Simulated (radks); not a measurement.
Coulomb parameter of the 5d shell of the platinum ion Pt2+ in the model configuration [Xe] 4f14 5d6 6p2, as a second difference U = [E(n + 0.5) + E(n - 0.5) - 2 E(n)] / (0.5)^2 with all orbitals relaxed. "Bare": the charge of the atom changes with n. "Screened": the 6p shell takes up the change at fixed total charge, which measures U(5d,5d) + U(6p,6p) - 2 U(5d,6p). All-electron calculation, Dirac Kohn-Sham, PBE, spin-unpolarised, spherical densities, finite nucleus; open shells are shared between the two j in proportion to 2j + 1; Fermi nuclear charge, rms radius 5.427 fm. Program: a radial shooting solver on a logarithmic mesh with Libxc functionals.

case                   configuration  E - E(n) (eV)
start              [Xe] 4f14 5d6 6p2          0.000
bare +0.5        [Xe] 4f14 5d6.5 6p2        -15.342
bare -0.5        [Xe] 4f14 5d5.5 6p2         18.505
screened +0.5  [Xe] 4f14 5d6.5 6p1.5         -7.727
screened -0.5  [Xe] 4f14 5d5.5 6p2.5          8.325

U(bare) = 12.650 eV, U(screened by 6p) = 2.390 eV.
